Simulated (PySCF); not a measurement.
## Sc⁺: excitation energy

Sc⁺ [Ar] 3d1 4s1 (3D) → Sc⁺ [Ar] 4s2 (1S), as a difference of total energies. Calculation: PySCF 2.14, in cc-pwCVTZ (9s8p6d3f2g, 102 functions); the non-relativistic Hamiltonian (point nucleus). Correlated levels: valence: [Ar] frozen; valence and next inner shell: [Ne] frozen; nothing frozen. The calculations carry no spin-orbit coupling.

| method | excitation energy (eV) | difference from reference (eV) |
| --- | --- | --- |
| UHF | 2.224 | +0.782 |
| LDA | 2.383 | +0.941 |
| PBE | 2.513 | +1.071 |
| PBE0 | 2.466 | +1.024 |
| r2SCAN | 2.928 | +1.486 |
| PW91 | 2.563 | +1.121 |
| PBEsol | 2.516 | +1.074 |
| wB97X-V | 2.263 | +0.821 |
| TPSS | 2.664 | +1.222 |
| MP2 (valence) | 1.642 | +0.200 |
| SCS-MP2 (valence) | 1.444 | +0.002 |
| MP2 (valence and next inner shell) | 1.662 | +0.220 |
| SCS-MP2 (valence and next inner shell) | 1.534 | +0.092 |
| MP2 (all electrons) | 1.668 | +0.226 |
| SCS-MP2 (all electrons) | 1.535 | +0.093 |

Reference: 1.442 eV (measured; NIST levels, between the centres of gravity of the two terms).

These non-relativistic numbers lack the scalar-relativistic shift.

Errors of the correlated levels include the incompleteness of this basis and the frozen core.
